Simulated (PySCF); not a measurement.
## Atomic charges by several schemes

Species: C7H6F3P.
Z-matrix (Å and degrees, GFN2-xTB geometry), rows numbered from 1:
```
C 
C   1  1.4990
C   2  1.3936  1  119.03
C   3  1.3807  2  123.24  1  -178.64
C   4  1.3854  3  123.16  2     0.06
C   5  1.4940  4  117.58  3   179.67
F   6  1.3420  5  112.32  4   179.15
F   6  1.3473  5  112.88  4    58.84
F   6  1.3477  5  112.74  4   -60.77
P   5  1.7411  4  125.84  3    -0.13
C   2  1.3833  1  119.24  3  -178.72
H   1  1.0903  2  109.41  3    90.08
H   1  1.0871  2  111.20  3  -150.70
H   1  1.0871  2  111.04  3   -29.05
H   3  1.0801  2  118.53  1     1.35
H   4  1.0822  3  118.90  2  -179.94
H  11  1.0837  2  117.57  1    -1.24
```

Density: PBE0/pcSseg-1 (PySCF); schemes: Mulliken, IAO, Hirshfeld and ESP-fitted. Geometry: GFN2-xTB; no solvent, vibrations or thermal averaging. GFN2-xTB frequencies show an imaginary mode (30i cm⁻¹), so this geometry is no minimum at that level.

Q: Give the atomic charges in each scheme.

A: In e; atoms taken as equivalent share a row and are averaged (×n: the atom named and its like, n in all):

```json
{"atom": "C1", "environment": "benzylic-type carbon", "Mulliken": "-0.131", "IAO": "-0.427", "Hirshfeld": "-0.111", "ESP-fitted": "-0.571"}
{"atom": "C2", "environment": "substituted aromatic carbon", "Mulliken": "-0.282", "IAO": "+0.048", "Hirshfeld": "+0.026", "ESP-fitted": "+0.058"}
{"atom": "C3", "environment": "aromatic CH carbon", "Mulliken": "-0.050", "IAO": "-0.149", "Hirshfeld": "-0.040", "ESP-fitted": "+0.045"}
{"atom": "C4", "environment": "aromatic CH carbon", "Mulliken": "+0.068", "IAO": "-0.115", "Hirshfeld": "-0.038", "ESP-fitted": "-0.436"}
{"atom": "C5", "environment": "substituted aromatic carbon", "Mulliken": "-0.655", "IAO": "-0.294", "Hirshfeld": "-0.103", "ESP-fitted": "+0.120"}
{"atom": "C6", "environment": "CF3 carbon", "Mulliken": "+0.907", "IAO": "+0.803", "Hirshfeld": "+0.247", "ESP-fitted": "+0.599"}
{"atom": "F7/F8/F9", "environment": "fluorine of a CF3 group", "Mulliken": "-0.271", "IAO": "-0.283", "Hirshfeld": "-0.098", "ESP-fitted": "-0.211"}
{"atom": "P10", "environment": "phosphorus bonded to 2 C", "Mulliken": "+0.585", "IAO": "+0.418", "Hirshfeld": "+0.110", "ESP-fitted": "-0.144"}
{"atom": "C11", "environment": "aromatic CH carbon", "Mulliken": "-0.345", "IAO": "-0.388", "Hirshfeld": "-0.108", "ESP-fitted": "-0.043"}
{"atom": "H12/H13/H14", "environment": "methyl hydrogen", "Mulliken": "+0.133", "IAO": "+0.156", "Hirshfeld": "+0.051", "ESP-fitted": "+0.174"}
{"atom": "H15", "environment": "aromatic hydrogen", "Mulliken": "+0.086", "IAO": "+0.155", "Hirshfeld": "+0.056", "ESP-fitted": "+0.121"}
{"atom": "H16", "environment": "aromatic hydrogen", "Mulliken": "+0.113", "IAO": "+0.167", "Hirshfeld": "+0.054", "ESP-fitted": "+0.217"}
{"atom": "H17", "environment": "aromatic hydrogen", "Mulliken": "+0.118", "IAO": "+0.161", "Hirshfeld": "+0.046", "ESP-fitted": "+0.141"}
```

Mean size of the charges over all atoms: Mulliken 0.268 e, IAO 0.261 e, ESP-fitted 0.215 e, Hirshfeld 0.082 e. Each set sums to the total charge, 0, to within 0.001 e. The Mulliken scheme gives each basis function's population to the atom it is centred on and halves the overlap population of two atoms between them.

Lowest charge. The schemes don't all agree: Mulliken C5 (-0.655); IAO C1 (-0.427); Hirshfeld C1 (-0.111); ESP-fitted C1 (-0.571).

Highest charge. All schemes agree: Mulliken C6 (+0.907); IAO C6 (+0.803); Hirshfeld C6 (+0.247); ESP-fitted C6 (+0.599).

Q: Sum the charges by element, for elements with more than one atom.

A: 
```tsv
element	atoms	Mulliken	IAO	Hirshfeld	ESP-fitted
C	7	-0.488	-0.523	-0.126	-0.227
F	3	-0.813	-0.849	-0.294	-0.632
H	6	+0.717	+0.953	+0.310	+1.003
```

Q: How many electrons does the Hirshfeld scheme count on F7?

A: Its own charge is -0.088 e, so Z − q = 9.088.
